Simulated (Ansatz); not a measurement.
Input for Ansatz (a program for electronic structure): SC-NEVPT2 on CASSCF(2,2)/cc-pVTZ on CH5BO (SMILES BOC), a point of a bond scan (R = 3.219 Å).

Ansatz 0.2 input:
```yaml
crystal:
  periodic: [false, false, false]
  atoms:
    - {symbol: B, position_ang: [-0.29601612, 0.11287921, 1.27194518]}
    - {symbol: H, position_ang: [-2.69392449, 1.23007900, 3.10674465]}
    - {symbol: H, position_ang: [0.69681460, -0.37886937, 1.73084670]}
    - {symbol: O, position_ang: [-0.44734906, 0.21797670, -0.05665238]}
    - {symbol: C, position_ang: [0.53525936, -0.23564232, -0.98322630]}
    - {symbol: H, position_ang: [1.39622510, -0.66492676, -0.46632952]}
    - {symbol: H, position_ang: [0.08263230, -0.98692983, -1.63070172]}
    - {symbol: H, position_ang: [0.85577534, 0.60971339, -1.59246502]}
basis:
  gaussian:
    orbitals: cc-pVTZ
    pivot_positions_ang: [[-0.29601612, 0.11287921, 1.27194518], [-2.69392449, 1.23007900, 3.10674465], [0.69681460, -0.37886937, 1.73084670], [-0.44734906, 0.21797670, -0.05665238], [0.53525936, -0.23564232, -0.98322630], [1.39622510, -0.66492676, -0.46632952], [0.08263230, -0.98692983, -1.63070172], [0.85577534, 0.60971339, -1.59246502]]
magnetization: {spin_polarized: false}
correlation: {method: sc_nevpt2, electrons: outside_noble_gas, active_space: {window: {electrons: 2, orbitals: 2}}}
output: {orbitals: {seedname: ./end}}
```

Output:

```
WARN ansatz: RAYON_NUM_THREADS=1 ignored (pool sized by the plan → 1); use --threads N
Functional definition: HF
integrals: 0.14 GiB planned
1060 factors; integrals over basis functions are off by at most 3.0e-4 eV
mean field: 0.34 GiB planned
mean field evaluation 1: about -3810.9399 eV, gradient 3.1e1 eV
mean field evaluation 2: about -3810.9399 eV, gradient 3.1e1 eV
mean field evaluation 4: about -3814.0577 eV, gradient 3.8e0 eV
mean field evaluation 8: about -3814.1183 eV, gradient 4.7e-4 eV
mean field evaluation 16: about -3808.1641 eV, gradient 2.6e1 eV
mean field -3814.11834957 eV, -140.1662640445 hartree, gradient 1.1e-6 eV, S^2 0.000000; 1 other end points of the search recorded, 0 dependent functions left out; unrestricted orbitals would lower it
reference -3814.11834957 eV, -140.1662640445 hartree; 12, 12 occupied and 148, 148 virtual orbitals, 1060 factors
configuration interaction: 0.23 GiB planned
configuration interaction: 0.00 GiB planned
state -3816.78731844 eV, -140.2643468412 hartree
state -3816.78731844 eV, -140.2643468412 hartree; corrected -3830.16530601 eV, -140.7559788167 hartree
Total energy: -3830.16530601 eV, -140.7559788167 hartree
```

The run converged.

Cost: roughly 9 core-seconds.
